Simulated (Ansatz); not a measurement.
CH$_{5}$FOSi$_{2}$, SMILES `FC1O[SiH2][SiH2]1`. Total charge 0; spin multiplicity 1. Geometry: relaxed with PBE0-D4/def2-TZVP.

```xyz
10

F    -0.556    1.092   -1.805
C    -0.375   -0.116   -1.155
O    -1.353   -0.256   -0.159
Si   -0.616    0.115    1.315
Si    1.241   -0.075   -0.066
H    -0.512   -0.899   -1.906
H    -1.032    1.438    1.850
H    -0.938   -0.923    2.327
H     2.203    1.014   -0.364
H     1.937   -1.389   -0.037
```

**Question.** What is the dipole moment at B3LYP/def2-TZVPP? (Best estimate.)

**Answer.** Ansatz gave: 2.26 D, with components (1.67, -0.95, 1.19) D in this frame, pointing from negative to positive charge.

**Question.** And with PBE, r2SCAN, ωB97M-V? (An estimate is asked.)

**Answer.** Computed: PBE 1.95 D, r2SCAN 2.07 D, ωB97M-V 2.29 D.

**Question.** Give the Mulliken charges with B3LYP, PBE, ωB97M-V in def2-TZVPP. (An estimate is asked.)

**Answer.** Computed: 
```
atom  B3LYP    PBE  ωB97M-V
  F1  -0.23  -0.18    -0.22
  C2   0.20   0.18     0.15
  O3  -0.36  -0.28    -0.35
 Si4   0.37   0.31     0.29
 Si5   0.15   0.09     0.08
  H6   0.09   0.07     0.10
  H7  -0.07  -0.06    -0.03
  H8  -0.07  -0.06    -0.03
  H9  -0.05  -0.04     0.00
 H10  -0.05  -0.04    -0.01
```

B3LYP here is the variant with VWN-RPA as its local correlation; programs differ in this.
